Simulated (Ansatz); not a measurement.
Isolated molecules relaxed with PBE0-D4/def2-TZVP in Ansatz; ΔE leaves out vibrations. CCSD(T)/CBS is the MP2 limit (def2-TZVPP, def2-QZVPP) plus CCSD(T) − MP2 in def2-TZVPP, frozen cores. This one scheme is used for every species. One conformer a species, not always the lowest.

Consider the cleavage of the Si–Si bond: `C[SiH2][SiH2]S` + `OB(O)O` → `C[SiH2]OB(O)O` + `[SiH3]S`.

```tsv
species	CCSD(T)/CBS(def2) energy (Eh)
`C[SiH2][SiH2]S`	-1018.83085
`OB(O)O`	-252.29421
`C[SiH2]OB(O)O`	-581.88802
`[SiH3]S`	-689.27336
```

Task: Work out ΔE.

Result: ΔE = (-581.88802) + (-689.27336) − (-1018.83085) − (-252.29421) = -0.03632 Eh = -95.4 kJ/mol.

Largest T1 diagnostic among the species: 0.012.

From PBE to PBE0 (25 % exact exchange), in def2-TZVPP and without D4, ΔE moves by −7.5 kJ/mol. In def2-TZVPP, CCSD(T) changes the Hartree–Fock value by +25.5 kJ/mol (the triples alone add +3.6 kJ/mol) and MP2 by +20.8 kJ/mol.
